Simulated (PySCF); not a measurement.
C4H14AsB.
Atom-mapped SMILES: `[BH3-:1][AsH2+:2][C:3]([CH3:4])([CH3:5])[CH3:6]` (hydrogens: H7, H8, H9 on B1; H10, H11 on As2; H12, H13, H14 on C4; H15, H16, H17 on C5; H18, H19, H20 on C6)

Method: core-valence-separated Tamm–Dancoff BHandHLYP/aug-pcX-1 (pcseg-1 on H, def2-SVPD on As) in PySCF, non-relativistic, gas phase, PBE0-D3(BJ)/def2-SVP geometry.

Computed boron K-edge spectrum, Gaussian lines of 0.3 eV full width, highest printed point 100; it ends one width below the last computed root. No shift to experiment was applied.

| photon energy (eV) | absorption |
| --- | --- |
| 187.9 | 1 |
| 188.0 | 7 |
| 188.1 | 31 |
| 188.2 | 75 |
| 188.3 | 100 |
| 188.4 | 72 |
| 188.5 | 28 |
| 188.6 | 6 |
| 188.7 | 1 |
| 188.8 | 2 |
| 188.9 | 6 |
| 189.0 | 11 |
| 189.1 | 12 |
| 189.2 | 7 |
| 189.3 | 3 |
| 189.4 | 2 |
| 189.5 | 2 |
| 189.6 | 9 |
| 189.7 | 27 |
| 189.8 | 46 |
| 189.9 | 46 |
| 190.0 | 33 |

**Question.** Assign the maxima to core holes.

**Answer.** 3 maxima:
- 188.3 eV: B1 (four-coordinate boron), 188.30 eV, f = 0.047, 100 % of the height at the exact maximum
- 189.0 eV: B1 (four-coordinate boron), 189.05 eV, f = 0.006, 99 % of the height at the exact maximum
- 189.8 eV: B1 (four-coordinate boron), 189.87 eV, f = 0.013, 54 % of the height at the exact maximum; B1 (four-coordinate boron), 189.81 eV, f = 0.011, 44 % of the height at the exact maximum

Roots within 0.03 eV on the same or equivalent atoms count as one line; shares under 12 % aren't listed.

Vibrational structure and lifetime widths aren't in the curve. The ionisation threshold wasn't computed; near and above it a finite basis only mimics Rydberg series and continuum. The BHandHLYP/aug-pcX-1 (pcseg-1 on H, def2-SVPD on As) calculation is non-relativistic and has no spin–orbit coupling, an omission that weighs most on arsenic.

Shape of the structure used: `[BH3-:1][AsH2+:2][C:3]([CH3:4])([CH3:5])[CH3:6]`: B1–As2–C3–C4 60°.
